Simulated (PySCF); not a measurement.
Si(Cl)3(SeH) (Cl3HSeSi), SMILES Cl[Si](Cl)(Cl)[SeH].

Geometry: PBE0-D3(BJ)/def2-SVP. The structure was generated by enumeration, and PubChem lists no compound with its InChIKey, so it may never have been made. The values are those of a single conformer.

Two levels are set side by side: PBE/def2-TZVP (PySCF) and PBE0/def2-TZVP (PySCF). Same geometry, gas phase. Differences are taken from unrounded values.

```tsv
quantity	PBE0	PBE	PBE minus PBE0
orbital gap (eV)	6.74	4.63	-2.11
highest occupied level (eV)	-7.74	-6.55	1.20
lowest empty level (eV)	-1.01	-1.92	-0.91
dipole moment (D)	1.12	1.07	-0.06
mean polarisability (bohr³)	83.5	86.2	2.7
```

Without exact exchange PBE keeps part of each electron's self-repulsion, which lifts occupied levels and narrows the gap. PBE's more diffuse valence density responds more strongly to a field. Differences between two approximate levels are no errors against the true value.

Rough cost on one machine, each run with all the roots and properties that it gave: PBE0 against PBE within a factor of 2.
